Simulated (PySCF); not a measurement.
# Electron correlation in Mg²⁺ (magnesium, charge +2)

[Ne], closed-shell 1S. All numbers are calculated (PySCF 2.14, scalar relativity by spin-free X2C-1e, in x2c-QZVPPall with one added diffuse shell each of s, p, d, f type (10s7p6d3f, 82 functions)). Frozen: 1s2; 8 electrons correlated.

| level | correlation energy (mhartree) |
| --- | --- |
| CCSD | -255.08 |
| (T) | -2.10 |
| CCSD(T) | -257.18 |

Diagnostics: T1 = 0.0024, D1 = 0.0036, largest double amplitude 0.011.

Q: Is a single reference adequate?

A: Yes: T1 lies below 0.03 and no double amplitude reaches 0.07.

This basis was not built for core-valence correlation, so the inner-shell part is incomplete.
